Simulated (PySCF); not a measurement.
## Worked example: oscillator strength and radiative lifetime

C3H5NOSi, SMILES N#CO[SiH2]C=C.

Geometry: PBE-D3(BJ)/def2-SVP. The structure was generated by enumeration, and PubChem lists no compound with its InChIKey, so it may never have been made. The values are those of a single conformer.

TDA-PBE/def2-SVPD in PySCF 2.14.0 puts the first singlet state with f over 0.02 at 6.81 eV (vertical), with the transition dipole (0.502, 0.501, 0.000) in atomic units.

**Question.** Find the oscillator strength, the wavelength and the radiative lifetime that this transition would have in vacuum if emission retraced absorption.

**Answer.** 
|μ|² = 0.5030 au, so |μ| = 1.80 D. ΔE = 6.81/27.211 = 0.2503 hartree. f = (2/3) ΔE |μ|² = 0.084 (the program prints 0.084).
λ = 1239.84/6.81 = 182 nm; ν = 54926 cm⁻¹.
Einstein's coefficient A = 0.6670 ν² f s⁻¹ (ν in cm⁻¹) = 1.7e8 s⁻¹, so τ = 1/A = 5.9 ns. This state is S9; the lower singlets have f = 0.002, 0.000, 0.002, 0.010, 0.000, 0.000, 0.003, 0.007. The figure is the radiative limit of this one transition; relaxation, internal conversion, crossing to triplets and a medium change what is measured.
